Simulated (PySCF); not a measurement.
GeH6O2Si, SMILES [OH][GeH2][O][SiH3]. Atoms are numbered in the order given.

```xyz
10

O      1.8387     0.2623     0.5143
Ge     0.5862    -0.7795    -0.1824
O     -0.8435     0.2113    -0.5276
Si    -1.7246     1.3156     0.3458
H      2.1660     0.9273    -0.1011
H      1.0046    -1.3625    -1.5388
H      0.2700    -1.7946     0.9191
H     -3.0753     1.4285    -0.2754
H     -1.0688     2.6589     0.3271
H     -1.8717     0.8776     1.7695
```
Charge 0, spin multiplicity 1.

Geometry optimised at PBE0-D3(BJ)/def2-SVP. The structure was generated by enumeration, and PubChem lists no compound with its InChIKey, so it may never have been made. One conformer was computed; it need not be the lowest.

These are PySCF with r2SCAN/def2-TZVP values and carry that method's errors.

Gas-phase values at a fixed geometry.

Computed frontier levels, gap, dipole moment and polarisability:
The highest occupied level is -7.48 eV and the lowest empty level is -0.49 eV. The orbital gap is 6.99 eV, the dipole moment is 1.17 D and the quadrupole, principal values (traceless, Buckingham form, about the centre of nuclear charge) comes out as -7.69, 1.81, 5.89 D·Å. The mean static polarisability is 60.9 bohr³ (9.03 Å³). The polarisability, principal values is 56.9, 58.1, 67.8 bohr³.
